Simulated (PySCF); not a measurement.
PySCF input for C₂H₅ClZn, SMILES C[CH2][Zn][Cl], IEF-PCM-M06-2X/def2-SVP. Coordinates come from a PBE-D3(BJ)/def2-SVP optimisation. The structure was generated by enumeration; whether it is a known compound was not checked. Other conformers were not sampled.

```python
import numpy as np
from pyscf import gto, scf, dft
from pyscf.solvent import pcm

mol = gto.M(
    atom='''
    Zn    0.17794937   -0.09761238   -0.00000000
    Cl   -0.23718386   -2.18532336    0.00000000
    C     0.56113687    1.80903419   -0.00000000
    C    -0.67524346    2.71653598    0.00000000
    H     1.20012045    2.01197585   -0.88672446
    H     1.20012045    2.01197585    0.88672447
    H    -1.31557461    2.55502558    0.89156523
    H    -1.31557460    2.55502558   -0.89156524
    H    -0.39080757    3.79144471    0.00000000
    ''',
    basis='def2-SVP',
    charge=0,
    spin=0,
    max_memory=1600,
    verbose=3,
)
mf = dft.RKS(mol, xc='m06-2x').density_fit(auxbasis='def2-universal-jkfit')
mf.grids.level = 4
mf.conv_tol = 1e-9
mf.max_cycle = 100
mf.kernel()
res = {}
for name, eps in {'water': 78.355, 'methanol': 32.613, 'ethylethanoate': 5.9867}.items():
    s = mf.PCM()
    s.with_solvent.method, s.with_solvent.eps, s.with_solvent.lebedev_order = 'IEF-PCM', eps, 29
    s.kernel(mf.make_rdm1())
    res[name] = (s.e_tot, eps, s.dip_moment(), s.mo_energy, s.converged)
    print(f'{name}: electrostatic solvation free energy {(s.e_tot - mf.e_tot) * 627.509474:.3f} kcal/mol')
```

Output:

```
converged SCF energy = -2318.33328418296

WARN: PCM is an experimental feature. It is still in testing.
Features and APIs may be changed in the future.

converged SCF energy = -2318.35645259717
Dipole moment(X, Y, Z, Debye):  0.66908,  2.84428, -0.00000
water: electrostatic solvation free energy -14.538 kcal/mol

WARN: PCM is an experimental feature. It is still in testing.
Features and APIs may be changed in the future.

converged SCF energy = -2318.35570908606
Dipole moment(X, Y, Z, Debye):  0.66876,  2.84501, -0.00000
methanol: electrostatic solvation free energy -14.072 kcal/mol

WARN: PCM is an experimental feature. It is still in testing.
Features and APIs may be changed in the future.

converged SCF energy = -2318.35069238362
Dipole moment(X, Y, Z, Debye):  0.65858,  2.83485, -0.00000
ethylethanoate: electrostatic solvation free energy -10.924 kcal/mol
```

Self-consistency was reached.
